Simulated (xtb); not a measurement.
CH9NO2Si2, SMILES O[SiH2]O[SiH2]NC. All values are semi-empirical tight-binding results from xtb (GFN2-xTB unless named), good for trends rather than for accurate numbers. Geometry optimised at GFN2-xTB. The structure was generated by enumeration, and PubChem lists no compound with its InChIKey, so it may never have been made. One conformer was computed; it need not be the lowest.

Optimised geometry:

Bonded distances (Å): C1–N2 1.440, C1–H7 1.096, C1–H8 1.092, C1–H9 1.087, N2–Si3 1.712, N2–H10 1.009, Si3–O4 1.618, Si3–H11 1.463, Si3–H12 1.469, O4–Si5 1.618, Si5–O6 1.619, Si5–H13 1.460, Si5–H14 1.452, O6–H15 0.954. Angles (°): N2–C1–H7 112.7, N2–C1–H8 110.4, N2–C1–H9 108.6, H7–C1–H8 108.4, H7–C1–H9 108.0, H8–C1–H9 108.7, C1–N2–Si3 122.7, C1–N2–H10 112.2, Si3–N2–H10 117.8, N2–Si3–O4 103.4, N2–Si3–H11 107.9, N2–Si3–H12 116.9, O4–Si3–H11 109.2, O4–Si3–H12 107.8, H11–Si3–H12 111.2, Si3–O4–Si5 149.1, O4–Si5–O6 108.4, O4–Si5–H13 107.5, O4–Si5–H14 109.7, O6–Si5–H13 111.6, O6–Si5–H14 104.1, H13–Si5–H14 115.3, Si5–O6–H15 120.8.

Question: Estimate the properties. (Estimate from the structure and the level; the computed values follow.)

Answer: 
```
Quantity                                           Value
-----------------------------------------  -------------
orbital gap                                      5.37 eV
dipole moment                                     1.68 D
zero-point energy                          65.3 kcal/mol
G − E(el) at 298.15 K (modified RRHO)      42.6 kcal/mol
static polarisability (D4 model)              90.7 bohr³
solvation energy, GFN2-xTB/ALPB(water)     -4.4 kcal/mol
solvation energy, GFN2-xTB/ALPB(methanol)  -6.6 kcal/mol
```

Computed atomic charges and the Wiberg bond orders between heavy atoms:
charges (e) C1 -0.03, N2 -0.32, Si3 0.54, O4 -0.47, Si5 0.57, O6 -0.48, H7 0.02, H8 0.04, H9 0.03, H10 0.16, H11 -0.09, H12 -0.10, H13 -0.10, H14 -0.08, H15 0.31. Bond orders C1–N2 1.05, N2–Si3 1.14, Si3–O4 1.05, O4–Si5 1.08, Si5–O6 1.18.
